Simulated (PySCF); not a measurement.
A GIAO shielding run with PySCF 2.14 (density fitting, non-relativistic, gas phase) on SMILES [SiH3][Si@H](N)N1CC[C@@H](F)C1, C₄H₁₃FN₂Si₂:

```
$ OMP_NUM_THREADS=1 python probes_run.py task.json out

{"job": {"kind": "nmr", "xc": "PBE0", "basis": "pcSseg-1"}, "charge": 0, "multiplicity": 1}
N     -1.990469    -1.733362    -0.179489
Si    -1.513703    -0.135422    -0.637665
Si    -2.738795     1.324101     0.668312
N      0.191169    -0.160849    -0.372800
C      1.101557     0.796167    -0.947336
C      2.470468     0.153023    -0.715150
C      2.299417    -0.557300     0.631012
F      2.922161     0.157837     1.636865
C      0.780547    -0.586881     0.872357
H     -2.972640    -1.951469    -0.159685
H     -1.478773    -2.514221    -0.560885
H     -1.570097     0.132540    -2.091104
H     -2.301423     2.717313     0.505504
H     -4.170505     1.315107     0.342422
H     -2.657585     1.058307     2.109976
H      0.874170     0.950200    -2.000931
H      1.051233     1.767062    -0.430100
H      2.681691    -0.577207    -1.494612
H      3.280403     0.877729    -0.670723
H      2.762365    -1.548688     0.652487
H      0.560394     0.108732     1.696374
H      0.408002    -1.573332     1.144324
```

Hardware: 1 thread of an Arm Neoverse N1, shared host. The job also computes population analyses, field gradients, ring-centre shieldings.

**Question.** How large is the calculation?

**Answer.** 88 electrons, 232 basis functions and 1241 auxiliary functions.

**Question.** How long does it take, and how much memory does it need?

**Answer.** 88 s of wall time, with 14 SCF cycles and 4 response iterations; peak memory 0.97 GiB. Times on a shared host scatter by some tens of per cent.
